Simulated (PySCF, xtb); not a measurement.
Si(F)(Me) (CH₃FSi), SMILES [Si](C)F (connectivity only; charge and spin as stated), neutral, multiplicity 1.

Harmonic wavenumbers (cm⁻¹) from GFN2-xTB in xtb at its own minimum, in rising order: 69, 256, 682, 709, 715, 826, 1370, 1476, 1488, 2985, 2988, 3024.

Problem. What does PySCF with PBE0-D3(BJ)/def2-TZVP give at its own minimum? (The exact figures need the calculation; the answer reports its results.)

Solution. 79, 278, 525, 665, 735, 839, 1236, 1416, 1428, 3019, 3095, 3135. Paired by order, the mean absolute difference is 64 cm⁻¹ and the zero-point energies are 23.7 and 23.5 kcal/mol.
